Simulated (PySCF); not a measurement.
Choosing a molecule for a target property.

Each SMILES stands for a single optimised conformer of the isolated species, non-relativistic unless stated. Electronic properties by PySCF.

Dipoles, sizes and rotational constants follow the conformer. The torsions of the flexible species, by atom-mapped SMILES:
- `[CH3:1][CH2:2][CH2:3][CH2:4][c:5]1[cH:6][cH:7][cH:8][cH:9][cH:10]1`: C1–C2–C3–C4 -178°, C2–C3–C4–C5 -66°, C3–C4–C5–C6 100°
- `[CH3:1][C:2]#[C:3][c:4]1[cH:5][cH:6][c:7]([OH:8])[o:9]1`: H–O8–C7–C6 180°

(1) Wanted: HOMO–LUMO gap above 6 eV (PBE0/pcSseg-1) and dipole moment below 4 D (PBE0/pcSseg-1), at GFN2-xTB geometries. Which candidate meets both?
A. `CC1=CC(=O)C(=O)C=C1`
B. `CC#Cc1ccc(O)o1`
C. `CC#CC1=COC=CO1`
D. `CCCCc1ccccc1`

Answers

(1) D. Computed values:
```csv
species,HOMO–LUMO gap,dipole moment
CC1=CC(=O)C(=O)C=C1,3.64 eV,6.24 D
CC#CC1=COC=CO1,4.78 eV,0.93 D
CC#Cc1ccc(O)o1,5.43 eV,1.33 D
CCCCc1ccccc1,6.86 eV,0.35 D
```
